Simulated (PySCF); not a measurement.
Species: SeMe2, C2H6Se.
Bonds: Se1–C2, Se1–C6. Hydrogens: H3, H4, H5 on C2; H7, H8, H9 on C6.

Computed with PBE0-D3(BJ)/def2-SVP geometry optimisation, gas phase (PySCF 2.14.0).

Problem. What internal coordinates does the optimisation give?

Solution. 
| bond | length (Å) |
| --- | --- |
| Se1–C2, Se1–C6 | 1.940 |
| C2–H3 and 5 like bonds | 1.099 |

Bonds in one row agree within 0.01 Å and their mean is given. A selection of angles:
| angle | degrees |
| --- | --- |
| C2–Se1–C6 | 96.9 |
| Se1–C2–H3 | 110.8 |
| Se1–C2–H5 | 107.2 |
| H3–C2–H4 | 110.0 |

Se1 (selenium bonded to 2 C) is bent (angle 96.9°).

Point group: C2v (tolerance 0.08 Å). No PBE0-D3(BJ)/def2-SVP frequencies stand behind this structure, so it isn't proved a minimum.

Time: 13 s wall; peak memory 0.34 GiB. Hardware: one thread of an Arm Neoverse V1, on a shared host. This is the geometry optimisation.
